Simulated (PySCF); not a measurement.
Task: What does the PBE0-D3(BJ)/def2-SVP structure of `[H][Sn]([H])([H])[NH]C(C)C` (SnH3(NHiPr)) look like in three dimensions?

Result: 
```xyz
16
C3H11NSn angstrom
Sn     0.019    2.016    0.964
H      0.985    1.363    2.234
H      1.023    2.893   -0.112
H     -1.213    3.014    1.615
N     -1.017    0.617   -0.115
C     -0.429   -0.623   -0.592
C     -0.270   -1.686    0.494
C      0.894   -0.346   -1.290
H     -1.937    0.454    0.288
H     -1.117   -1.032   -1.359
H      0.435   -1.347    1.271
H      0.107   -2.637    0.083
H     -1.235   -1.893    0.984
H      1.647    0.035   -0.577
H      1.307   -1.264   -1.734
H      0.767    0.403   -2.086
```

Any rigid rotation of these coordinates is as good. Atoms count from 1 in this order. N5 (nitrogen bonded to C, Sn and H) is pyramidal (angles 123.4°, 111.1° and 111.0°, sum 345.5°, 0.31 Å off the plane of its three neighbours). Sn1 (tin bonded to N and 3 H) is distorted tetrahedral (angles from 103.5° to 114.3°).

Bonds between heavy atoms (Å): Sn1–N5 2.048, N5–C6 1.453, C6–C7 1.528, C6–C8 1.521.

Method: PBE0-D3(BJ)/def2-SVP geometry optimisation, gas phase, def2 core potentials past Kr (PySCF 2.14.0).

Point group: C1 (no symmetry element, even within 0.4 Å). Whether it is a minimum is left open (no frequencies). The numbers are those of one conformer (Sn1–N5–C6–C7 77°).

On an Intel Xeon at 2.50 GHz with one thread, on a shared host, this took 3.4 min and 0.53 GiB of memory at its peak. This is the geometry optimisation.
